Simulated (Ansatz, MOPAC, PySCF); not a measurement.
Dimer: CH4O (SMILES CO) (first 6 atoms) with H2 (SMILES [H][H]); geometry from B3LYP-D3(BJ)/def2-TZVP, rigid monomers moved along the line of their centres of mass till O2···H7 is 3.54 Å.
(charge 0, multiplicity 1):
```xyz
8

C      0.686     0.349    -0.355
O     -0.661     0.203     0.077
H      1.373    -0.281     0.219
H      0.956     1.391    -0.190
H      0.802     0.125    -1.420
H     -0.936    -0.707    -0.072
H     -0.240    -0.398     3.544
H      0.029    -0.638     4.197
```

Counterpoise-corrected where a basis set is named; no monomer relaxation. Rows marked so take none.

Cores are frozen in the correlated methods. CBS(a, b) extrapolates the correlation energy as X⁻³ and adds the Hartree–Fock energy of set b. Rows in 3-21G, 6-311+G**, 6-31G*, STO-3G carry no dispersion term and start afresh at each structure (6-31G* with six Cartesian d functions). MP2/6-31G* freezes PySCF's default core. The state that AM1 reach isn't checked.

The values were computed with Ansatz (Gaussian orbitals); MOPAC for AM1 (differences of heats of formation); PySCF for 3-21G rows, 6-311+G** rows, 6-31G* rows, STO-3G rows, the dispersion terms. 

Other levels give for the interaction energy: PBE/def2-TZVPPD -1.3; B3LYP/def2-TZVPPD -0.5; B3LYP-D3(BJ)/def2-TZVPPD -1.2; wB97M-V/def2-TZVPPD -1.4; CCSD(T)/CBS(aug-cc-pVDZ, aug-cc-pVTZ) -1.5 kJ/mol.

Common cheap choices:

```tsv
level	interaction energy (kJ/mol)	less -1.5 (CCSD(T)/CBS(aug-cc-pVDZ, aug-cc-pVTZ))
AM1	0.1	1.5
HF/STO-3G (no counterpoise)	-0.4	1.1
HF/3-21G (no counterpoise)	-1.1	0.4
HF/6-31G* (no counterpoise)	-1.1	0.4
BP86/6-31G* (no counterpoise)	-0.8	0.7
B3LYP/6-31G* (no counterpoise)	-1.3	0.1
B3LYP/6-311+G** (no counterpoise)	-0.6	0.9
MP2/6-31G* (no counterpoise)	-1.6	-0.1
```

Ansatz is an electronic-structure program.
